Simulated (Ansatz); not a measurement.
Two structures of BNH$_{7}$ClO, closed shell, reached by relaxing down either side of one saddle point (PBE0-D4/def2-TZVP). Energies are electronic, without zero-point energy. Program: Ansatz 0.2.0. Basis: def2-TZVPP and def2-QZVPP. Cores are frozen in the correlated methods. Extrapolation: Hartree–Fock as exp(−7.88 √X), correlation as X^−2.97. First:

```
11
angstrom
B -0.9682 -0.7157 -0.5023
Cl -1.6481 1.0384 -0.4801
H -0.3337 -0.9101 -1.5072
H -1.8505 -1.5048 -0.2882
H 0.7895 -0.0457 0.5938
N 0.0653 -0.7700 0.7258
H 0.4903 1.8124 -0.2656
O 1.3912 1.6169 0.0473
H 0.5062 -1.6831 0.7806
H -0.4052 -0.5890 1.6078
H 1.9634 1.7509 -0.7118
```

Second:

```xyz
11
angstrom
B -0.5446 -1.7294 -0.3381
Cl -1.0338 2.6053 0.8131
H 0.0591 -2.7614 -0.3768
H -1.2731 -1.3835 -1.2216
H 1.0473 0.4280 -0.2871
N -0.3605 -0.8809 0.7477
H 0.0606 2.2046 0.1903
O 1.3482 1.3240 -0.5036
H 0.1880 -1.1394 1.5525
H -0.8919 -0.0315 0.8860
H 1.4007 1.3641 -1.4623
```

Question: Which bonds change from the first to the second?

Answer: BH₂Cl ([BH2][Cl]) + H₂O + NH₃ → BNH₄ ([BH2][NH2]) + HCl + H₂O; bonds formed: Cl2–H7, H5–O8; dative contacts that become bonds: B1–N6; bonds broken: B1–Cl2, H5–N6, H7–O8.

Question: Give the saddle point's structure and its height above each. (To be estimated.)

Answer: Computed: 31.55 kcal/mol above the first and 12.74 kcal/mol above the second (CCSD(T) at an estimated basis limit (MP2 extrapolated from triple and quadruple zeta, plus CCSD(T) − MP2 in triple zeta)).
B1  (-0.983, -0.924, -0.314)
Cl2  (-1.102, 1.267, -1.284)
H3  (-0.829, -1.468, -1.366)
H4  (-2.063, -0.834, 0.184)
H5  (0.878, 0.561, 0.529)
N6  (0.181, -0.895, 0.592)
H7  (0.073, 1.624, -0.468)
O8  (1.068, 1.560, 0.346)
H9  (0.923, -1.537, 0.351)
H10  (-0.039, -0.981, 1.575)
H11  (1.893, 1.626, -0.145)
(Å)

The T1 diagnostic stays at or below 0.011.

The step is the kind of exchange with an N–H group that builds nitride films in atomic layer and chemical vapour deposition.

Labels in which every atom is bracketed show which atoms are joined, not bond orders.

For scale, one of the runs: CCSD(T)/def2-TZVPP, 233 basis functions (an equivalent command: `ansatz run in.yaml --threads 4`). The run took 88 s on 4 CPU threads (shared host), with 4.2 GiB of host memory at its peak.
